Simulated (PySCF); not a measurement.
# Ionisation energy of Ga²⁷⁺ by level of theory

Ga²⁷⁺ [He] 2s2 (1S) → Ga²⁸⁺ [He] 2s1 (2S), as a difference of total energies. Calculation: PySCF 2.14, in an even-tempered Gaussian basis (19 s from 8.1 bohr⁻², ratio 2.2; 8 p from 13 bohr⁻², ratio 2.4; 5 d from 38 bohr⁻², ratio 2.4; 5 f from 57 bohr⁻², ratio 2.4; 4 g from 85 bohr⁻², ratio 2.4); the spin-free X2C one-electron Hamiltonian (Gaussian nucleus). Correlated levels: nothing frozen; virtual orbitals above 40 to 60 times the deepest correlated orbital energy dropped. The calculations carry no spin-orbit coupling.

| method | ionisation energy (eV) |
| --- | --- |
| UHF | 2862.1 |
| LDA | 2860.9 |
| PBE | 2865.9 |
| PBE0 | 2865.3 |
| r2SCAN | 2861.7 |
| BHandHLYP | 2864.4 |
| r2SCAN0 | 2862.2 |
| MP2 (all electrons) | 2867.2 |
| SCS-MP2 (all electrons) | 2868.2 |

Task: How much does correlation contribute at MP2 (all electrons)?

Result: 2867.2 − (2862.1) = 5.1 eV, measured against UHF.

For this ion Breit and QED terms and the two-electron picture change, all absent here, outweigh the differences among the correlated methods.

For comparison: 2868 ± 3 eV (semi-empirical (NIST evaluation); NIST Atomic Spectra Database, ionization energies).
